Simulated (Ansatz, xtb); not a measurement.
C2H6FISi: which of two isomers lies lower

We compare X, `C[Si](C)(F)I`, a singlet, with Y, `CC[Si@H](F)I`, a singlet. Both are isolated molecules in the gas phase, relaxed with B3LYP-D3(BJ)/def2-SVP, each in the lowest conformer that the search found.

Energies in hartree; the thermal terms are from B3LYP-D3(BJ)/def2-SVP harmonic frequencies (ideal gas, rigid rotor, one conformer each, 1000 K, 1 atm) and include the zero-point energy:

|  | X | Y |
| --- | --- | --- |
| E, CCSD(T)/def2-SVP | −764.910372 | −764.890508 |
| E, MP2/def2-SVP | −764.845617 | −764.824295 |
| E, MP2/def2-TZVPP | −765.714785 | −765.689641 |
| zero-point energy | 0.077499 | 0.078089 |
| H(1000 K) − E | 0.130934 | 0.129912 |
| G(1000 K) − E | −0.084930 | −0.082054 |

Task: Correct the CCSD(T) difference for the basis set by the MP2 change, then work out ΔE, ΔE₀, ΔH and ΔG for X → Y in kcal/mol (1 Eh = 627.51 kcal/mol) and the equilibrium ratio [Y]/[X].

Result: 1. Differences Y − X: CCSD(T) +0.019864, MP2 in the small set +0.021322, MP2 in the large set +0.025144 Eh.
2. ΔE = +0.019864 + (+0.025144 − (+0.021322)) = +0.023686 Eh = +14.86 kcal/mol.
3. ΔE₀ = ΔE + ΔZPE = +0.023686 + (+0.000590) Eh = +15.23 kcal/mol.
4. ΔH = ΔE + (−0.001022) Eh = +14.22 kcal/mol.
5. ΔG = ΔE + (+0.002876) Eh = +16.67 kcal/mol, so ΔS = (ΔH − ΔG)/T = −10.2 J/(mol K).
6. kT = 3.1668 mEh, so K = [Y]/[X] = exp(−ΔG/kT) = exp(−8.39) ≈ 2.3 × 10^−4.

Structure X is favoured at this temperature. An error of 1 kcal/mol in ΔG would change K by a factor of 1.7. GFN2-xTB gave ΔE the other sign. Mirror images and further conformers aren't counted.

As drawn, Y has 1 C–C, 1 Si–H in place of 1 C–Si, 1 C–H.

Other levels gave ΔE = −5.9 (GFN2-xTB); +14.3 (HF/STO-3G, GFN2-xTB geometries); +15.6 (r2SCAN-D4/def2-SVP, GFN2-xTB geometries); +13.8 (B3LYP-D3(BJ)/def2-SVP); +13.4 (HF/def2-SVP); +13.4 (MP2/def2-SVP); +12.5 (CCSD(T)/def2-SVP) kcal/mol. The correlated steps freeze 12 core orbitals; the filled d shell of I is correlated, in a basis made for valence electrons. Atoms past krypton carry core potentials in the def2 sets, without spin–orbit terms. Programs: Ansatz 0.2.0, xtb 6.7.1.
